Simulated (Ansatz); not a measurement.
Two structures, one formula

The two ends of one reaction step of BSiHCl6, closed shell (PBE0-D4/def2-TZVP).

A:

```tsv
atom	x (Å)	y (Å)	z (Å)
B1	-2.1310	0.5929	-0.1441
Cl2	0.3399	-1.6253	0.8221
Cl3	-2.5889	-0.3473	-1.5273
Cl4	-2.9930	0.4479	1.3537
Si5	1.7912	-0.4084	0.1069
H6	-1.2264	1.3563	-0.2275
Cl7	1.7907	1.3176	1.1585
Cl8	3.5839	-1.3195	0.2993
Cl9	1.4335	-0.0142	-1.8416
```

B:

```xyz
9
angstrom
B -2.0748 -0.6548 0.5817
Cl -1.0437 -1.6224 1.5900
Cl -2.6735 -1.2984 -0.9171
Cl -2.4954 0.9591 1.0641
Si 1.5560 0.5102 -0.4998
H 0.1895 0.3505 -1.0183
Cl 1.4900 1.4303 1.3062
Cl 2.4212 -1.3144 -0.3081
Cl 2.6306 1.6398 -1.7987
```

Ansatz 0.2.0; basis: def2-TZVPP; cores frozen in the correlated methods. B3LYP uses VWN-RPA correlation.

Question: Which structure is lower at CCSD(T), and by how much? (Judge from chemistry; the value comes from the calculation.)

Answer: The calculation gives: A, by 0.148 eV (electronic energy, against the other). By their contacts, A is a complex of SiCl₄ ([Cl][Si]([Cl])([Cl])[Cl]) + BHCl₂ ([Cl][BH][Cl]) and B is a complex of SiHCl₃ ([Cl][SiH]([Cl])[Cl]) + BCl₃ ([Cl][B]([Cl])[Cl]).

All methods give the same order:

```tsv
method	E(B) − E(A) (eV)
SPW92	0.077
PBE-D4	0.119
BLYP-D4	0.148
r2SCAN-D4	0.151
B97M-V	0.155
PBE0-D4	0.149
B3LYP-D4	0.167
r2SCAN0-D4	0.168
BHLYP-D4	0.205
CAM-B3LYP-D4	0.166
wB97X-V	0.170
wB97M-V	0.182
B2PLYP	0.151
PBE-QIDH	0.160
RPA on PBE	0.130
HF	0.205
MP2	0.161
CCSD	0.158
CCSD(T)	0.148
```

No T1 diagnostic of these runs exceeds 0.011.

Labels in which every atom is bracketed show which atoms are joined, not bond orders.

For scale, one of the runs: CCSD(T)/def2-TZVPP, 339 basis functions, launched by `ansatz run in.yaml --threads 4 --pin off --events-out ev --progress --plain --max-ram 63488MiB --backend cuda --devices 0, --max-vram 37GiB`. The run took 11 s on 4 CPU threads of an AMD EPYC 7R13 and a share of one NVIDIA H100 (shared host), with 0.88 GiB of host memory at its peak.
